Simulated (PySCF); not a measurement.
Species: MoN(NH2)3 (singlet state).
Bonds: Mo1–N2, Mo1–N3, Mo1–N6, Mo1–N9. Hydrogens: H4, H5 on N3; H7, H8 on N6; H10, H11 on N9.

Computed, not measured: PBE0-D3(BJ)/def2-SVP geometry optimisation, gas phase, def2 core potentials past Kr (PySCF 2.14.0).

Question: List the bond lengths and angles at this level.

Answer: 
| bond | length (bohr) |
| --- | --- |
| Mo1–N2 | 3.067 |
| Mo1–N3, Mo1–N6, Mo1–N9 | 3.674 |
| N3–H4 and 5 like bonds | 1.919 |

Bonds in one row agree within 0.02 bohr and their mean is given. A selection of angles:
| angle | degrees |
| --- | --- |
| N2–Mo1–N3 | 104.7 |
| N3–Mo1–N6 | 113.9 |
| Mo1–N3–H4 | 125.4 |
| Mo1–N3–H5 | 124.3 |
| H4–N3–H5 | 110.3 |

Mo1 (molybdenum bonded to 4 N) is distorted tetrahedral (angles from 104.7° to 113.9°). N3 (nitrogen bonded to Mo and 2 H) is planar (angles 125.4°, 124.3° and 110.3°, sum 360.0°, 0.00 Å off the plane of its three neighbours). The 4 Mo–N bonds span 1.623 Å (Mo1–N2) to 1.945 Å (Mo1–N6), a spread of 0.322 Å.

Point group: C3v (every atom within 0.08 Å of its image). Not checked by PBE0-D3(BJ)/def2-SVP frequencies. Torsions: N2–Mo1–N3–H 0° and 179°, N2–Mo1–N6–H 179° and 0°, N2–Mo1–N9–H 180° and 0°.
